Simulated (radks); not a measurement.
Problem. The indium ion In12+, configuration [Kr] 4d1. Method: scalar-relativistic Kohn-Sham, SCAN, spin-polarised, spherical densities, finite nucleus; open shells are filled with parallel spins first (spin-orbit coupling, left out, can overturn this in heavy ions); meta-GGA in the generalised Kohn-Sham scheme; Fermi nuclear charge, rms radius 4.6156 fm; computed with a radial shooting solver on a logarithmic mesh with Libxc functionals. Some entries of the table are withheld. Estimate them.

orbital  occ.  eigenvalue (eV)  <r^2> (bohr^2)  r(max) (bohr)
1s up       1        -28067.50        0.001195        0.01922
1s down     1        -28067.49        0.001195        0.01922
2s up       1        -4443.429         0.01944         0.1085
2s down     1        -4442.986         0.01944         0.1085
2p up       3        -4011.754         0.01536        0.08696
2p down     3        -4011.395         0.01535        0.08695
3s up       1        -1055.135          0.1373         0.3143
3s down     1        -1054.950          0.1372         0.3144
3p up       3        -912.5044             (1)         0.3077
3p down     3        -912.2607             (2)         0.3078
3d up       5              (3)          0.1227         0.2574
3d down     5              (4)          0.1227         0.2575
4s up       1        -355.4333          0.7069         0.7468
4s down     1        -353.3621          0.7065         0.7456
4p up       3        -308.6608          0.7828         0.7788
4p down     3        -306.5632          0.7822         0.7777
4d up       1              (5)          0.9275         0.8269

Solution. 
(1) 3p up <r^2> (bohr^2): 0.1381
(2) 3p down <r^2> (bohr^2): 0.1380
(3) 3d up eigenvalue (eV): -693.1330
(4) 3d down eigenvalue (eV): -692.6975
(5) 4d up eigenvalue (eV): -237.5378
